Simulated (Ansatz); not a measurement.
A run for Ansatz (a first-principles code): U-CCSD(T)/cc-pVTZ on H6 ring, a point of a bond scan (R = 1.300 Å).

Ansatz 0.2 input:
```yaml
crystal:
  periodic: [false, false, false]
  atoms:
    - {symbol: H, position_ang: [1.30000000, 0.00000000, 0.00000000]}
    - {symbol: H, position_ang: [0.65000000, 1.12583302, 0.00000000]}
    - {symbol: H, position_ang: [-0.65000000, 1.12583302, 0.00000000]}
    - {symbol: H, position_ang: [-1.30000000, 0.00000000, 0.00000000]}
    - {symbol: H, position_ang: [-0.65000000, -1.12583302, 0.00000000]}
    - {symbol: H, position_ang: [0.65000000, -1.12583302, 0.00000000]}
basis:
  gaussian:
    orbitals: cc-pVTZ
correlation: {method: ccsd_t, electrons: outside_noble_gas}
scf: {omitted_lower_state_checks: [cluster_reference]}
magnetization: {spin_polarized: true, initial_magnetization: 0}
```

Output:

```
WARN ansatz: RAYON_NUM_THREADS=2 ignored (pool sized by the plan → 2); use --threads N
Functional definition: HF
these checks for a lower state are left out or cut short: cluster_reference
integrals: 0.10 GiB planned
450 factors; integrals over basis functions are off by at most 9.3e-4 eV
mean field: 0.11 GiB planned
mean field evaluation 1: about -85.7855 eV, gradient 4.1e0 eV
mean field evaluation 2: about -85.7908 eV, gradient 4.0e0 eV
mean field evaluation 4: about -85.9468 eV, gradient 4.2e-2 eV
mean field evaluation 8: about -85.9465 eV, gradient 5.4e-7 eV
mean field evaluation 16: about -86.0583 eV, gradient 8.7e-4 eV
mean field -86.05829726 eV, -3.1625840918 hartree, gradient 7.8e-6 eV, S^2 0.466912; 2 other end points of the search recorded, 0 dependent functions left out
reference -86.05829726 eV, -3.1625840918 hartree; 3, 3 occupied and 81, 81 virtual orbitals, 450 factors
second order -2.74290505 eV of doubles, -0.00000000 eV of singles
coupled cluster: 0.29 GiB planned
cycle   1  -3.23420133 eV  change   -4.9e-1 eV  update   9.6e-2
cycle   2  -3.82597922 eV  change   -5.9e-1 eV  update   6.7e-2
cycle   3  -4.06377337 eV  change   -2.4e-1 eV  update   3.8e-2
cycle   4  -4.13269580 eV  change   -6.9e-2 eV  update   1.5e-2
cycle   5  -4.14193950 eV  change   -9.2e-3 eV  update   4.8e-3
cycle   6  -4.13815837 eV  change    3.8e-3 eV  update   1.4e-3
cycle   7  -4.13881271 eV  change   -6.5e-4 eV  update   5.0e-4
cycle   8  -4.13946038 eV  change   -6.5e-4 eV  update   1.8e-4
cycle   9  -4.13924637 eV  change    2.1e-4 eV  update   7.0e-5
cycle  10  -4.13940610 eV  change   -1.6e-4 eV  update   2.1e-5
cycle  11  -4.13938409 eV  change    2.2e-5 eV  update   7.4e-6
cycle  12  -4.13937367 eV  change    1.0e-5 eV  update   2.8e-6
cycle  13  -4.13936797 eV  change    5.7e-6 eV  update   8.7e-7
coupled cluster: 0.30 GiB planned
perturbative correction -0.16623818 eV, -0.0061091405 hartree
Total energy: -90.36390340 eV, -3.3208121992 hartree
Checks for a lower state left out: cluster_reference
```

The run converged. Its determinant has ⟨S²⟩ = 0.47, a mixture of spin states.

Cost: about 6 core-seconds (a rough figure).
